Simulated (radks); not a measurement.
Results of a calculation; reference values are marked as such.
Task: Neutral gold, [Xe] 4f14 5d10 6s1. Level of theory: non-relativistic Kohn-Sham, exchange-only PBE, spin-polarised, spherical densities, point nucleus (a radial shooting solver on a logarithmic mesh with Libxc functionals). Every spin shell is full or empty, so the densities are truly spherical. Functionals are evaluated on that one density, not self-consistently. Rank these orbital-free kinetic functionals by their error against the exact value of the orbitals, and give that value: Thomas-Fermi, von Weizsacker, TF + vW, TF + vW/9, Thakkar, PG1, DePristo-Kress, Ernzerhof.

Result: Exact: 17864.3 hartree. From best to worst, with 100 (|E| - |E exact|)/|E exact| (equal figures are ties): DePristo-Kress -0.21, Ernzerhof -0.48, TF + vW/9 -0.70, Thakkar -0.79, Thomas-Fermi -4.65, PG1 +12.45, TF + vW +30.91, von Weizsacker -64.44.
